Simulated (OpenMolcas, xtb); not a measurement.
# How methods differ on SiH2O2F (SMILES O[Si](O)F)

SiH2O2F has 6 atoms, charge 0, and is taken as a doublet. SMILES: `O[Si](O)F`. The shape is that of a PBE0-D4/def2-TZVP optimisation. This is one conformer, not always the lowest.

```
atom    x (Å)    y (Å)    z (Å)
   O  -0.8873   1.0320  -0.6263
  Si   0.3829   0.0262  -0.4465
   O   0.3463  -0.5607   1.0834
   F   0.1594  -1.1339  -1.5163
   H  -1.0516   1.6588   0.0811
   H   1.0923  -1.0866   1.3785
```

Quantity: the energy change with the Si2–F4 bond stretched from 1.594 to 2.869 Å, in eV. The values are calculated.

```
             level            kind     program  value (eV)  CPU time (all runs)
            GFN-FF     force field         xtb        2.41            under 2 s
          GFN0-xTB  semi-empirical         xtb        0.35            under 2 s
   UHF/aug-cc-pVDZ    Hartree–Fock  OpenMolcas        3.59                 48 s
USVWN5/aug-cc-pVDZ             LDA  OpenMolcas        3.50                 88 s
 UBLYP/aug-cc-pVDZ             GGA  OpenMolcas        2.88              2.7 min
UM06-L/aug-cc-pVDZ        meta-GGA  OpenMolcas        3.33              3.9 min
 UTPSS/aug-cc-pVDZ        meta-GGA  OpenMolcas        3.24              3.5 min
UB3LYP/aug-cc-pVDZ   global hybrid  OpenMolcas        3.32              2.5 min
```

The first shape isn't each level's own minimum. The values span 0.35 to 3.59 eV. Spin contamination of the reference (⟨S²⟩ at least 0.1 too high) touches UHF/aug-cc-pVDZ. CPU times are rough (shared hosts, several kinds of processor): they show what a rung costs within a factor of a few.
